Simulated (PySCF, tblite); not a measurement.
Isomers of C5H8O3Si, one GFN2-xTB conformer each. Single-point energies are computed at PBE0/pcSseg-1 (PySCF, gas phase, no added dispersion term), electronic only.

Question: Rank them by PBE0/pcSseg-1 energy, lowest first (kcal/mol).
A. `[CH3:1][O:2][c:3]1[o:4][cH:5][cH:6][c:7]1[SiH2:8][OH:9]` with C1–O2–C3–O4 0°, C6–C7–Si8–O9 180°, C7–Si8–O9–H 0°
B. `[CH:1]#[C:2][C:3](=[O:4])[O:5][Si@H:6]([CH3:7])[O:8][CH3:9]` with C2–C3–O5–Si6 178°, C3–O5–Si6–C7 -58°, O5–Si6–O8–C9 -55°
C. `[CH3:1][O:2][C@@H:3]1[CH2:4][C:5](=[O:6])[SiH2:7][C:8]1=[O:9]` with C1–O2–C3–C4 -172°, O2–C3–C4–C5 -63°, C3–C4–C5–O6 160°, C4–C5–Si7–C8 -7°, C5–Si7–C8–O9 -146°

Answer: B (0.0), A (5.1), C (40.6).

As drawn, the lowest has a C≡C bond, a C(=O)–O unit and an Si–O bond, which the highest lacks. GFN2-xTB itself gives, in the same order: 13.3, 0.0, 62.9. GFN2-xTB puts COc1occc1[SiH2]O lowest instead; measured from each level's own lowest isomer, the values differ by up to 22.3 kcal/mol (CO[C@@H]1CC(=O)[SiH2]C1=O: 62.9 against 40.6).

Question: Which frontier levels, dipoles and rotational constants go with these structures?

Answer: 
```
                   SMILES  HOMO (eV, PBE0/pcSseg-1)  LUMO (eV)  dipole (D)       A, B, C (MHz)
     C#CC(=O)O[Si@H](C)OC                     -8.31      -1.45        2.57  2207, 858.4, 664.2
         COc1occc1[SiH2]O                     -6.18       0.44        3.44   1929, 1235, 763.2
CO[C@@H]1CC(=O)[SiH2]C1=O                     -6.59      -1.94        2.42    1926, 1215, 1017
```

Question: What happens when harmonic zero-point energies from GFN2-xTB frequencies are added?

Answer: 
| SMILES | ZPE (kcal/mol) | electronic (kcal/mol) | with ZPE (kcal/mol) |
| --- | --- | --- | --- |
| C#CC(=O)O[Si@H](C)OC | 74.5 | 0.0 | 0.0 |
| COc1occc1[SiH2]O | 75.0 | 5.1 | 5.6 |
| CO[C@@H]1CC(=O)[SiH2]C1=O | 74.9 | 40.6 | 41.0 |

The zero-point energies span 0.5 kcal/mol. The order is unchanged.

Question: As an exercise, what shares would exp(−E/RT) give at 1000 K from these electronic energies alone (no entropy, no degeneracies)?

Answer: RT = 1.987 kcal/mol: C#CC(=O)O[Si@H](C)OC 92.7 %, COc1occc1[SiH2]O 7.3 %, CO[C@@H]1CC(=O)[SiH2]C1=O under 0.1 %.
